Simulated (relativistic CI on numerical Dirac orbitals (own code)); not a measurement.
## Rb: calculation against measurement

Calculated at this level of theory: Dirac-Coulomb-Breit CI, KLI orbitals optimised for each configuration, model QED (radiative potential, 1s self-energy scaled to tabulated hydrogen-like ionisation energies), valence Slater integrals scaled by 0.85, P86 correlation energy added to each configuration (own radial code, finite nucleus).

Configurations in the expansion (outside the closed core [Kr]): 5s, 5p, 4d, 6s, 6p, 5d, 7s, 7p, 6d, 8s, 5f, 5g, 8p, 4f, 7d, 8d. Levels of other configurations are missing.

| Configuration | Term (tabulated) | J | Measured (cm⁻¹) | Computed | Error | Purity (%) |
| --- | --- | --- | --- | --- | --- | --- |
| 5s | 2S | 1/2 | 0.0 | 0 | 0 | 100 |
| 5p | 2P° | 1/2 | 12579.0 | 11348 | -1231 | 100 |
| 5p | 2P° | 3/2 | 12816.5 | 11520 | -1297 | 100 |
| 4d | 2D | 5/2 | 19355.2 | 18567 | -788 | 100 |
| 4d | 2D | 3/2 | 19355.6 | 18597 | -759 | 100 |
| 6s | 2S | 1/2 | 20132.5 | 19292 | -840 | 100 |
| 6p | 2P° | 1/2 | 23715.1 | 22896 | -819 | 100 |
| 6p | 2P° | 3/2 | 23792.6 | 22952 | -841 | 100 |

Measured levels from NIST Handbook of Basic Atomic Spectroscopic Data (Sansonetti and Martin, J. Phys. Chem. Ref. Data 34, 1559 (2005)); pairs were made by configuration, J and term (by order where the table uses no LS term), so strongly mixed levels may be paired wrongly.

Mean error by configuration (cm⁻¹): 5p -1264; 4d -773; 6s -840; 6p -830. Over the excited levels the mean absolute error is 939 cm⁻¹ (7 of the 7 excited levels that our extract of the source holds in range could be paired), and the median relative error of those above 1,000 cm⁻¹ is 4.1 %.

Transition probabilities of persistent lines. The last column rescales the computed rate by the cube of measured over computed energy:

```csv
λ measured (Å),Lower,Upper,A tabulated (s⁻¹),A computed,A rescaled
4201.80 air,5s 2S_1/2,6p 2P°_3/2,1.80e+06,3.58e+06,3.98e+06
4215.53 air,5s 2S_1/2,6p 2P°_1/2,1.50e+06,2.97e+06,3.31e+06
7800.27 air,5s 2S_1/2,5p 2P°_3/2,3.70e+07,3.50e+07,4.82e+07
7947.60 air,5s 2S_1/2,5p 2P°_1/2,3.40e+07,3.36e+07,4.57e+07
```
